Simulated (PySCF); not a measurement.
**Electron correlation in Cr²⁺ (chromium, charge +2)**

[Ar] 3d4, high-spin 5D determinant. All numbers are calculated (PySCF 2.14, the non-relativistic Hamiltonian (point nucleus), in def2-TZVPPD). Frozen: [Ne]; 12 electrons correlated.

```json
{"level": "CCSD", "correlation energy (mhartree)": "-337.62"}
{"level": "(T)", "correlation energy (mhartree)": "-6.02"}
{"level": "CCSD(T)", "correlation energy (mhartree)": "-343.64"}
```

Diagnostics: T1 = 0.0055, D1 = 0.0136, largest double amplitude 0.023.

Cost of the coupled-cluster step: about 12 core-seconds, for 12 correlated electrons.

Iterations:

```
CC2 = 0
CCSD nocc = (np.int64(8), np.int64(4)), nmo = (62, 62)
frozen orbitals [[0, 1, 2, 3, 4], [0, 1, 2, 3, 4]]
max_cycle = 100
direct = 0
conv_tol = 1e-08
conv_tol_normt = 1e-06
diis_space = 8
diis_start_cycle = 0
Init t2, MP2 energy = -0.322718492915896
Init E_corr(UCCSD) = -0.322718492924075
cycle = 1  E_corr(UCCSD) = -0.33324238432542  dE = -0.0105238914  norm(t1,t2) = 0.0319276
cycle = 2  E_corr(UCCSD) = -0.33694212151704  dE = -0.00369973719  norm(t1,t2) = 0.00646661
cycle = 3  E_corr(UCCSD) = -0.337400070426003  dE = -0.000457948909  norm(t1,t2) = 0.00270201
cycle = 4  E_corr(UCCSD) = -0.337654517758606  dE = -0.000254447333  norm(t1,t2) = 0.000743623
cycle = 5  E_corr(UCCSD) = -0.337623921634994  dE = 3.05961236e-05  norm(t1,t2) = 0.000160032
cycle = 6  E_corr(UCCSD) = -0.337623002133418  dE = 9.19501576e-07  norm(t1,t2) = 3.71089e-05
cycle = 7  E_corr(UCCSD) = -0.337624649473347  dE = -1.64733993e-06  norm(t1,t2) = 1.37493e-05
cycle = 8  E_corr(UCCSD) = -0.337624567987258  dE = 8.14860895e-08  norm(t1,t2) = 2.55709e-06
cycle = 9  E_corr(UCCSD) = -0.337624530280593  dE = 3.77066652e-08  norm(t1,t2) = 6.88243e-07
cycle = 10  E_corr(UCCSD) = -0.337624539316366  dE = -9.0357733e-09  norm(t1,t2) = 3.65508e-07
UCCSD converged
E(UCCSD) = -1042.898922813534  E_corr = -0.3376245393163659
UCCSD(T) correction = -0.00602266593930467
```

This basis was not built for core-valence correlation, so the inner-shell part is incomplete.
